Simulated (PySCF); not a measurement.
## How ionic is MTl along group 15?

r²SCAN in PySCF with def2-SVP on every atom (core potentials on Sb, Tl, Bi), for the lowest determinant that a PBE0 search found; no spin–orbit coupling. A negative dipole means M(+)Tl(−).

| M | state (unpaired electrons) | Re (Å) | μ (D) |
| --- | --- | --- | --- |
| N | triplet (π ↑↑) | 2.336 | 2.79 |
| P | triplet (π ↑↑) | 2.744 | 2.66 |
| As | triplet (π ↑↑) | 2.828 | 2.59 |
| Sb | triplet (π ↑↑) | 3.022 | 2.71 |
| Bi | triplet (π ↑↑) | 3.093 | 2.36 |

Problem. Give the ionic character |μ|/(e·Re) of each, with 1 e·Å = 4.803 D, and the positive end.

Solution. TlN 25 % (Tl positive), TlP 20 % (Tl positive), TlAs 19 % (Tl positive), TlSb 19 % (Tl positive), TlBi 16 % (Tl positive). Lone pairs and polarisation enter μ too, so this number is only a rough measure of charge transfer.

These are scalar-relativistic numbers at best; spin–orbit coupling would shift them, the dissociation energy most. States were picked by a PBE0 search and need not be the measured ground states.
